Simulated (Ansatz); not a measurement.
```yaml
crystal:
  periodic: [false, false, false]
  atoms:
    - {symbol: F, position_ang: [1.122659, -2.678919, 2.014342]}
    - {symbol: In, position_ang: [1.236417, -1.431488, 0.556394]}
    - {symbol: F, position_ang: [1.966844, -2.069401, -1.113454]}
    - {symbol: O, position_ang: [0.950702, 0.517020, 0.817687]}
    - {symbol: C, position_ang: [0.161620, 1.156505, -0.127317]}
    - {symbol: C, position_ang: [-1.191447, 0.486768, -0.262453]}
    - {symbol: F, position_ang: [-1.878184, 0.928844, -1.303559]}
    - {symbol: F, position_ang: [-1.005736, -0.870907, -0.459861]}
    - {symbol: F, position_ang: [-1.943888, 0.592146, 0.822698]}
    - {symbol: H, position_ang: [0.604603, 1.180154, -1.132778]}
    - {symbol: H, position_ang: [-0.023590, 2.189277, 0.188311]}
basis:
  gaussian: {orbitals: def2-TZVP}
magnetization: {spin_polarized: true, initial_magnetization: 1}
hamiltonian: {xc: {name: r2SCAN0}, dispersion: d3bjatm}
```

```sh
$ ansatz run in.yaml --threads 2 --pin off --events-out ev --progress --plain --max-ram 22528MiB --backend cuda --devices 0, --max-vram 18GiB
```

Output, abridged:

```
Error: a molecule whose nuclei and cores have a total charge of 88 cannot have a net charge of 0 together with 1 unpaired electrons
```

(1) Something in this input is off. What?

Results:

(1) The number of unpaired electrons doesn't fit the electron count. The program refused the input.
